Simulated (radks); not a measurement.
Results of a calculation; reference values are marked as such.
Orbital eigenvalues (eV) of the strontium ion Sr+, [Kr] 5s1, at several levels of relativity; Dirac values are averaged over j with weights 2j + 1. Spin-unpolarised spherical Kohn-Sham, PBE, point nucleus unless stated (finite: rms radius 4.224 fm), a radial shooting solver on a logarithmic mesh with Libxc functionals. A level marked "c x" has the speed of light scaled by that factor.

shell,non-rel.,"Dirac, c x 0.75","Dirac, c x 1.25","Dirac, c x 3","change of magnitude, last against first (%)"
1s,-15618,-16204,-15820,-15653,+0.22
2s,-2090.4,-2224.7,-2136.3,-2098.2,+0.37
2p,-1905.1,-1939.0,-1916.7,-1907.0,+0.10
3s,-327.65,-350.54,-335.43,-328.97,+0.40
3p,-259.82,-264.87,-261.55,-260.12,+0.11
3d,-137.08,-132.15,-135.34,-136.78,-0.22
4s,-45.839,-48.391,-46.703,-45.985,+0.32
4p,-29.146,-29.108,-29.129,-29.143,-0.01
5s,-8.2249,-8.4520,-8.3017,-8.2379,+0.16
